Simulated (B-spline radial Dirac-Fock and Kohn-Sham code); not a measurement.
**X-ray form factors of lutetium in several charge states**

Level of theory: relativistic Hartree-Fock (Dirac-Fock) wave functions, averaged over the configuration; a radial B-spline solver.

Configurations: Lu¹⁴⁺ [Kr] 4d10 4f10 5s1; Lu¹⁶⁺ [Kr] 4d10 4f9; Lu¹⁷⁺ [Kr] 4d10 4f8; Lu¹⁸⁺ [Kr] 4d10 4f7; Lu¹⁹⁺ [Kr] 4d10 4f6; Lu²¹⁺ [Kr] 4d10 4f4. The first column is f₀ of Lu¹⁴⁺, the others are differences from it.

| s (Å⁻¹) | Lu¹⁴⁺ | Δ Lu¹⁶⁺ | Δ Lu¹⁷⁺ | Δ Lu¹⁸⁺ | Δ Lu¹⁹⁺ | Δ Lu²¹⁺ |
| --- | --- | --- | --- | --- | --- | --- |
| 0 | 57.000 | -2.000 | -3.000 | -4.000 | -5.000 | -7.000 |
| 0.05 | 56.790 | -1.966 | -2.955 | -3.945 | -4.936 | -6.920 |
| 0.1 | 56.170 | -1.867 | -2.825 | -3.786 | -4.749 | -6.684 |
| 0.15 | 55.165 | -1.712 | -2.619 | -3.533 | -4.452 | -6.308 |
| 0.2 | 53.813 | -1.513 | -2.353 | -3.205 | -4.067 | -5.816 |
| 0.25 | 52.166 | -1.286 | -2.048 | -2.825 | -3.617 | -5.238 |
| 0.3 | 50.281 | -1.049 | -1.722 | -2.417 | -3.130 | -4.606 |
| 0.35 | 48.219 | -0.816 | -1.397 | -2.004 | -2.633 | -3.953 |
| 0.4 | 46.037 | -0.599 | -1.089 | -1.606 | -2.150 | -3.308 |
| 0.45 | 43.793 | -0.409 | -0.809 | -1.240 | -1.699 | -2.694 |
| 0.5 | 41.536 | -0.252 | -0.568 | -0.916 | -1.293 | -2.130 |
| 0.6 | 37.141 | -0.036 | -0.211 | -0.415 | -0.648 | -1.197 |
| 0.7 | 33.095 | +0.062 | -0.010 | -0.106 | -0.226 | -0.540 |
| 0.8 | 29.528 | +0.082 | +0.076 | +0.053 | +0.011 | -0.131 |
| 0.9 | 26.486 | +0.063 | +0.092 | +0.111 | +0.118 | +0.090 |
| 1 | 23.952 | +0.034 | +0.077 | +0.115 | +0.146 | +0.185 |
| 1.1 | 21.878 | +0.010 | +0.053 | +0.096 | +0.136 | +0.206 |
| 1.2 | 20.195 | -0.004 | +0.033 | +0.073 | +0.113 | +0.191 |
| 1.4 | 17.710 | -0.007 | +0.016 | +0.042 | +0.071 | +0.136 |
| 1.6 | 15.960 | +0.005 | +0.019 | +0.036 | +0.056 | +0.104 |

Values without a named source are computed, but for edge energies of neutral atoms, which are taken from tables.
